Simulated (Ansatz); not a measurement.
Breaking the Al1–H2 bond in AlBrH2 (SMILES [AlH2][Br]) (multiplicity 1 held, fragments rigid). Energies count from the point at 1.569 Å.
Geometry at that point (charge 0, multiplicity 1):
```
atom    x (Å)    y (Å)    z (Å)
----  -------  -------  -------
Al    -0.8354  -1.2987   0.2064
H     -0.3244  -2.3295   1.2738
H     -2.1257  -1.4794  -0.6685
Br     0.3803   0.5912  -0.0940
```

Restricted levels (R-, RO-) in cc, def2 and unpolarised 6-31G sets keep to the state of the molecule at rest. U- levels take the lowest unrestricted solution at each point, which mixes spins at long bonds. Curves can end on different states.

Frozen-core correlation. Filled d and f shells under p-block atoms count as core.

The values were computed with Ansatz (Gaussian orbitals). Each number belongs to the level named beside it.

Problem. One of these levels gives 612.9 kJ/mol for the energy at R = 5.022 Å. Which?
(A) U-r2SCAN/def2-TZVPP
(B) R-SCS-MP2/def2-TZVPP
(C) R-wB97X-V/def2-TZVPP
(D) U-HF/def2-TZVPP

Solution. C, R-wB97X-V/def2-TZVPP. The others give 282.3 (U-HF/def2-TZVPP), 344.9 (U-r2SCAN/def2-TZVPP), 465.4 (R-SCS-MP2/def2-TZVPP)

Doubts at one or more of the structures used: a spin-contaminated determinant (U-HF/def2-TZVPP, U-r2SCAN/def2-TZVPP); a restricted determinant that unrestricted orbitals would lower (R-wB97X-V/def2-TZVPP, R-SCS-MP2/def2-TZVPP).

Ansatz is a program for electronic structure.
